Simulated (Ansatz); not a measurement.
The cluster Na₇S₃⁺: single points at one geometry.

```yaml
crystal:
  periodic: [false, false, false]
  atoms:
    - {symbol: Na, position_ang: [2.255142, 1.342719, 4.114874]}
    - {symbol: Na, position_ang: [-1.603841, 0.253593, 2.017849]}
    - {symbol: Na, position_ang: [2.754091, -1.661090, -3.672798]}
    - {symbol: Na, position_ang: [-4.194801, 2.227180, -1.123672]}
    - {symbol: Na, position_ang: [1.833166, -1.666176, 0.758690]}
    - {symbol: Na, position_ang: [0.412787, 0.964654, -0.345123]}
    - {symbol: Na, position_ang: [-1.357852, -1.228543, -1.832411]}
    - {symbol: S, position_ang: [1.246658, -1.259933, -1.747801]}
    - {symbol: S, position_ang: [-2.335501, 0.741878, -0.435124]}
    - {symbol: S, position_ang: [0.990151, 0.285709, 2.265506]}
basis:
  gaussian: {orbitals: def2-TZVP, initial_orbitals: start.molden}
total_charge: 1
hamiltonian: {xc: r2scan, dispersion: d4}
scf: {omitted_lower_state_checks: [starts]}
output: {orbitals: {seedname: orbitals}}
```

The file start.molden holds the orbitals of an earlier run on this structure, at another level or in another basis.

```sh
$ ansatz run in.yaml --threads 4 --pin off --events-out ev --progress --plain --max-ram 4787MiB
```

Output, abridged:

```
Functional definition: r2SCAN
2722 factors; their error is unknown
mean field evaluation 1: about -63419.8101 eV, gradient 1.1e1 eV
mean field evaluation 2: about -63419.8530 eV, gradient 1.1e-1 eV
mean field evaluation 4: about -63419.7995 eV, gradient 5.2e-4 eV
mean field -63419.79948913 eV, -2330.6346437413 hartree, gradient 2.5e-5 eV, S^2 0.000000; 0 other end points of the search recorded, 0 dependent functions left out
reference -63419.79953260 eV, -2330.6346453388 hartree; 62, 62 occupied and 273, 273 virtual orbitals, 2722 factors
Total energy: -63419.88542669 eV, -2330.6378018885 hartree
Checks for a lower state left out: starts
```

Run time 36 s (4 threads of Arm Neoverse N1 on a shared host), peak host memory 1.1 GiB.

As the first input, with `gaussian: {orbitals: def2-SVP, initial_orbitals: start.molden}`, `hamiltonian: {xc: pbe0, dispersion: d4}` (abridged; 10 s):

```
Functional definition: PBE0
mean field -63374.93932294 eV, -2328.9860630415 hartree, gradient 2.0e-5 eV, S^2 0.000000
Total energy: -63375.26277480 eV, -2328.9979496780 hartree
Checks for a lower state left out: starts
```

The first input with `correlation: {method: mp2}` and without the key `hamiltonian` (abridged; 31 s):

```
Functional definition: HF
mean field -63290.25312703 eV, -2325.8739027439 hartree, gradient 2.4e-6 eV, S^2 0.000000
22 core orbitals not correlated: weight in the atoms' cores, before any rotation towards them, 1.000 or more for the frozen orbitals, at most 0.000 for the correlated occupied ones
second order -47.29730780 eV of doubles, -0.00000000 eV of singles
Total energy: -63337.55043483 eV, -2327.6120467464 hartree
Checks for a lower state left out: starts
```

First input, but with `hamiltonian: {xc: {name: BHLYP}, dispersion: d4}` (abridged; 35 s):

```
Functional definition: BHLYP
mean field -63425.66057197 eV, -2330.8500345631 hartree, gradient 1.0e-5 eV, S^2 0.000000
Total energy: -63426.30328375 eV, -2330.8736537853 hartree
Checks for a lower state left out: starts
```

As the first input, with `hamiltonian: {xc: hf}` (abridged; 27 s):

```
Functional definition: HF
mean field -63290.25064106 eV, -2325.8738113863 hartree, gradient 2.2e-5 eV, S^2 0.000000
Total energy: -63290.25064106 eV, -2325.8738113863 hartree
Checks for a lower state left out: starts
```

First input, but with `gaussian: {orbitals: def2-SVP, initial_orbitals: start.molden}`, `correlation: {method: ccsd_t}` and without the key `hamiltonian` (abridged; 3.4 min):

```
Functional definition: HF
mean field -63268.85718698 eV, -2325.0876164500 hartree, gradient 8.3e-7 eV, S^2 0.000000
22 core orbitals not correlated: weight in the atoms' cores, before any rotation towards them, 1.000 or more for the frozen orbitals, at most 0.000 for the correlated occupied ones
second order -12.04185852 eV of doubles, -0.00000000 eV of singles
cycle   1  -12.64076242 eV  change   -6.0e-1 eV  update   9.4e-2
cycle   2  -12.90034135 eV  change   -2.6e-1 eV  update   2.9e-2
cycle   3  -12.97575535 eV  change   -7.5e-2 eV  update   1.9e-2
cycle   4  -12.97322777 eV  change    2.5e-3 eV  update   5.5e-3
cycle   5  -12.96956890 eV  change    3.7e-3 eV  update   2.3e-3
cycle   6  -12.96903363 eV  change    5.4e-4 eV  update   8.5e-4
cycle   7  -12.96901871 eV  change    1.5e-5 eV  update   3.7e-4
cycle   8  -12.96907001 eV  change   -5.1e-5 eV  update   1.8e-4
cycle   9  -12.96912398 eV  change   -5.4e-5 eV  update   7.3e-5
perturbative correction -0.44586208 eV, -0.0163851292 hartree
Total energy: -63282.27217304 eV, -2325.5806080946 hartree
Checks for a lower state left out: starts
```

The first input with `hamiltonian: {xc: pbe, dispersion: d4}`, `output: {forces: true, orbitals: {seedname: orbitals}}` (abridged; 18 s):

```
Functional definition: PBE
mean field -63391.12836180 eV, -2329.5809992460 hartree, gradient 1.4e-5 eV, S^2 0.000000
Total energy: -63391.48878416 eV, -2329.5942445235 hartree
Atom 0 force    -0.027492    -0.024112    -0.039340 eV/Å
Atom 1 force    -0.028248     0.001144     0.035154 eV/Å
Atom 2 force    -0.033608     0.007766     0.042810 eV/Å
Atom 3 force     0.039093    -0.033027     0.014948 eV/Å
Atom 4 force     0.029429    -0.030965     0.013644 eV/Å
Atom 5 force     0.035076     0.081793    -0.029764 eV/Å
Atom 6 force    -0.023817    -0.023728    -0.029715 eV/Å
Atom 7 force     0.027215    -0.015269    -0.036223 eV/Å
Atom 8 force    -0.039699     0.022403    -0.011031 eV/Å
Atom 9 force     0.022050     0.013995     0.039515 eV/Å
Dipole moment:     0.245910     0.577567    -0.205741 e Å
Checks for a lower state left out: starts
```

Geometry: r2SCAN-D4/def2-SVP.

Correlated methods freeze 22 core orbitals; core or outer-core shells of Na are correlated, in sets that lack core-valence functions. The structure comes from a short search, and lower isomers may exist.
